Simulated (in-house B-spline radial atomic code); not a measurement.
Configurations of the potassium ion K⁵⁺, with energies counted from [Ne] 3s2 3p2. Level of theory: non-relativistic BHandHLYP, spin-polarised, spherical fractional occupations, exact exchange averaged over the configuration, point nucleus; calculated with a radial B-spline atomic code at the basis-set limit. Shells without spins written out take the highest spin.

Occupations are held fixed; configurations that lie above the ionisation limit could autoionise.

```csv
configuration,E - E(ref) (eV),highest orbital,its <r> (bohr)
[Ne] 3s2 3p1 4f1,67.349,4f up,2.786
[Ne] 3s1 3p2 4d1,76.419,4d up,2.896
[Ne] 3s1 3p2 4f1,80.893,4f up,2.767
[He] 2s2 2p5 3s2 3p2 4d1,354.77,4d up,2.784
```

**Question.** Order these further configurations by energy, lowest first.
A. [Ne] 3s1 3p3
B. [He] 2s2 2p5 3s2 3p2 4f1
C. [Ne] 3s2 3p1 3d1
D. [Ne] 3s2 3p1 4s1
E. [Ne] 3s2 3p1 4d1

**Answer.** A (11.924 eV), C (27.785 eV), D (48.038 eV), E (62.892 eV), B (360.34 eV).
